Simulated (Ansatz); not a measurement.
One change: `CO[SiH2]O[SiH3]` becomes `[SiH3]O[SiH2]BS`.

Ansatz, PBE0-D4/def2-TZVP geometries, multiplicity 1. Each molecule was computed in one conformer, which needn't be the lowest.

```csv
property,`CO[SiH2]O[SiH3]`
HOMO–LUMO gap (ωB97M-V/def2-TZVPP) / eV,12.65
HOMO energy (PBE0/def2-TZVPP) / eV,-8.48
HOMO energy (PBE/def2-TZVPP) / eV,-6.94
LUMO energy (PBE0/def2-TZVPP) / eV,0.11
"ideal-gas entropy at 298 K and 1 bar (rigid rotor, harmonic PBE0-D4/def2-TZVP) / J/(mol·K)",397
LUMO energy (B3LYP/def2-TZVPP) / eV,-0.10
```

(1) What does the change do to each property? (Estimate.)

Results:

(1) Computed: 
```csv
property,`[SiH3]O[SiH2]BS`,shift
HOMO–LUMO gap (ωB97M-V/def2-TZVPP) / eV,10.36,-2.29
HOMO energy (PBE0/def2-TZVPP) / eV,-8.05,0.43
HOMO energy (PBE/def2-TZVPP) / eV,-6.82,0.12
LUMO energy (PBE0/def2-TZVPP) / eV,-1.81,-1.92
"ideal-gas entropy at 298 K and 1 bar (rigid rotor, harmonic PBE0-D4/def2-TZVP) / J/(mol·K)",402,5
LUMO energy (B3LYP/def2-TZVPP) / eV,-1.96,-1.86
```

With PBE0 the HOMO rises by 0.43 eV and the LUMO falls by 1.92 eV, so the gap narrows by about 2.35 eV. PBE moves the HOMO by 0.12 eV and ωB97M-V by 0.67 eV. The zero-point energy changes by -52.4 kJ/mol with -3 modes. Modes under 60 cm⁻¹, often nearly free rotors, make the harmonic entropy too high.

B3LYP here is the variant with VWN-RPA as its local correlation; programs differ in this.
